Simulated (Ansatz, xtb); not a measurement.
## Relative energy of two isomers of C4H5NOS

We compare X, `COc1cncs1`, a singlet, with Y, `OCc1cncs1`, a singlet. Both are isolated molecules in the gas phase, relaxed with B3LYP-D3(BJ)/def2-SVP, each in the lowest conformer that the search found.

Quicker runs give these differences E(Y) − E(X): GFN2-xTB +3.7 kcal/mol; HF/STO-3G +6.1 kcal/mol (at GFN2-xTB geometries); r2SCAN-D4/def2-SVP −7.0 kcal/mol (at GFN2-xTB geometries).

Question: Which of the two would you expect CCSD(T)/def2-SVP + ΔMP2/def2-TZVPP electronic energies to favour?

Answer: Structure Y; the calculation gives E(Y) − E(X) = −11.8 kcal/mol.

How the difference moves with the method:

```tsv
level	geometry	E(Y) − E(X) (kcal/mol)	departure from the last row (kcal/mol)	job, with rough time for the two
GFN2-xTB	GFN2-xTB	+3.7	+15.5	optimisation, 0.17 s
HF/STO-3G	GFN2-xTB	+6.1	+17.9	single point, 0.95 s
r2SCAN-D4/def2-SVP	GFN2-xTB	−7.0	+4.9	single point, 5.9 s
B3LYP-D3(BJ)/def2-SVP	B3LYP-D3(BJ)/def2-SVP	−7.2	+4.6	optimisation, 98 s
HF/def2-SVP	B3LYP-D3(BJ)/def2-SVP	−9.8	+2.1	part of the CCSD(T) run
MP2/def2-SVP	B3LYP-D3(BJ)/def2-SVP	−11.1	+0.7	part of the CCSD(T) run
CCSD(T)/def2-SVP	B3LYP-D3(BJ)/def2-SVP	−10.1	+1.7	single point
CCSD(T)/def2-SVP + ΔMP2/def2-TZVPP	B3LYP-D3(BJ)/def2-SVP	−11.8		single point, 75 s
```

As drawn, Y has 1 C–C, 1 O–H in place of 1 C–O, 1 C–H.

GFN2-xTB, HF/STO-3G put the two in the other order. The largest departure from CCSD(T)/def2-SVP + ΔMP2/def2-TZVPP is that of HF/STO-3G, 17.9 kcal/mol. The last row adds to CCSD(T) the change of the MP2 difference between the two basis sets, here −1.7 kcal/mol.

With thermal terms from frequencies at re-optimised GFN2-xTB minima (ideal gas, soft modes damped towards free rotors, one conformer each, 298.15 K, 1 atm): the zero-point term adds +0.1 kcal/mol; ΔH is −11.7 and ΔG −11.9 kcal/mol.

The correlated steps freeze 11 core orbitals. Programs: Ansatz 0.2.0, xtb 6.7.1; the last row on 2 threads of Intel(R) Xeon(R) Processor @ 2.70GHz on a shared host.
